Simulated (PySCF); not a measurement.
## Simulated characterisation data

Gas phase, single conformer, non-relativistic Hamiltonian, one averaged value for each set of equivalent atoms. NMR shieldings at PBE0/pcSseg-1/GIAO; structure optimised with GFN2-xTB; PySCF.

Referencing at the same level of theory: TMS for $^{1}$H (σref 31.72), $^{13}$C (σref 186.93). Splittings of carbon signals by F and P are missing where no couplings were computed. Where no couplings were computed, multiplicities follow the n + 1 count of equivalent neighbours, and m marks all less simple cases (inequivalent or close neighbours, rings, F or P nearby). Shifts are as computed. Against solution values, carbons near 30 ppm lie about +3 ppm off and those near 130 ppm about +5 ppm. Of 1309 compounds with measured shifts, 239 miss one by over three times the rms of a fit or turn the order of signals round; such compounds aren't used in these exercises.

**1.** SMILES CO[SiH2]c1ccccc1, C$_{7}$H$_{10}$OSi. $^{1}$H NMR (600 MHz, computed): δ 7.83 (d, 2H), 7.66 (m, 2H), 7.66 (m, 1H), 5.39 (s, 2H), 4.02 (s, 3H). $^{13}$C{$^{1}$H} NMR (computed): δ 139.3, 137.0, 135.4, 132.9, 54.2.

**2.** SMILES C=C/C=C(\F)[Si@@H](C)P, C$_{5}$H$_{10}$FPSi. $^{1}$H NMR (600 MHz, computed): δ 7.15 (m, 1H), 6.01 (m, 1H), 5.51 (m, 1H), 5.46 (m, 1H), 4.93 (m, 1H), 1.05 (m, 2H), 0.53 (m, 3H). $^{13}$C{$^{1}$H} NMR (computed): δ 175.3, 135.7, 132.9, 125.0, 0.6.
